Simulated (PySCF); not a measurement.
# SbF₂⁺, singlet: data card

Level of theory: PBE0 in PySCF with Sb def2-TZVP with ECP28, F def2-TZVP; scalar-relativistic core potentials, no spin–orbit coupling; density-fitted integrals.

The structure is a minimum.

Coordinates in bohr (charge 1 multiplicity 1):
```
Sb    0.0000    0.0000   -0.5521
F     2.5778    0.0000    1.7754
F    -2.5778    0.0000    1.7754
```

| Item | Value |
| --- | --- |
| Point group | C2v |
| Bond lengths | Sb–F 1.838 Å (×2) |
| Bond angles | F–Sb–F 95.8° |
| Enthalpy at 298.15 K above 0 K | 11.79 kJ/mol |
| Principal polarisabilities | 21.5, 26.5, 29.8 bohr³ |
| Rotational symmetry number | 2 |
| Principal quadrupole moments (Buckingham, traceless) about the centre of mass | -3.79, -0.84, 4.63 D Å |
| Entropy at 298.15 K and 1 bar | 278.1 J/(mol K) |
| Highest occupied level | -17.38 eV |
| Rotational constants | 0.3844, 0.2384, 0.1471 cm⁻¹ |
| Heat capacity Cp at 298.15 K | 47.1 J/(mol K) |
| Lowest empty level | -10.93 eV |
| Zero-point energy | 10.2 kJ/mol |
| Dipole moment about the centre of mass | 3.62 D |

Harmonic modes (masses in u: Sb 120.904, F 18.998):
```
symmetry  ω (cm⁻¹)  IR (km/mol)  μ (u)     type
      a1       228         12.1  20.93     bend
      b2       731         95.1  21.70  stretch
      a1       743         58.3  21.33  stretch
```

In C2v the vibrations span 2a1 + b2. Here b1 is antisymmetric to the molecular plane and b2 lies in it.

Charges (e):
| atom | Mulliken | Löwdin | polar tensor | Mayer order to Sb1 |
| --- | --- | --- | --- | --- |
| Sb1 | 1.60 | 1.29 | 1.94 | – |
| F2,3 | -0.30 | -0.14 | -0.47 | 1.13 |

Mulliken populations on Sb1 (electrons outside its core potential): s 3.88, p 7.18, d 10.22, f 0.12.

Outer orbital energies (eV). occupied: -23.74, -20.08, -19.35, -19.27, -18.60, -18.35, -17.38; empty: -10.93, -8.01, -7.18, -1.78.

Counting electrons, antimony keeps 2 of its valence electrons outside its bonds, so the VSEPR class is AX2E1 and the expected shape is bent (C2v), as computed. The angle of 96° is close to 90°: the heavy centre bonds with nearly pure p orbitals and keeps its lone pair s-like.

Other isomers or separated fragments may lie lower.

The final relaxation and frequency run took of the order of 90 core-seconds on a shared host.
